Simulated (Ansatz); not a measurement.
Reaction (isomerisation): `O[Si@@H](F)[C@@H]1CO1` → `C=C(F)[SiH](O)O`

Program: Ansatz. Geometries: PBE0-D4/def2-TZVP. ΔE: electronic, gas phase. CBS: MP2 limit from def2 TZ/QZ plus the TZ coupled-cluster correction, frozen cores. Functionals use def2-TZVPP. B3LYP here is the variant with VWN-RPA as its local correlation; programs differ in this. Each species was taken in one conformer, which may not be the lowest.

CCSD(T)/CBS gives -11.3 kJ/mol.

Question: Another level gave -2.0 kJ/mol. Which?
A. PBE0/def2-TZVPP
B. B3LYP/def2-TZVPP
C. B2PLYP/def2-TZVPP
D. r2SCAN/def2-TZVPP

Answer: A. PBE0 -2.0, B3LYP -20.1, B2PLYP -14.1, r2SCAN -7.5 kJ/mol.

Largest T1 diagnostic among the species: 0.012.

In def2-TZVPP, CCSD(T) changes the Hartree–Fock value by +15.7 kJ/mol (the triples alone add +0.4 kJ/mol) and MP2 by +25.4 kJ/mol. From PBE to PBE0 (25 % exact exchange), in def2-TZVPP and without D4, ΔE moves by +3.0 kJ/mol.
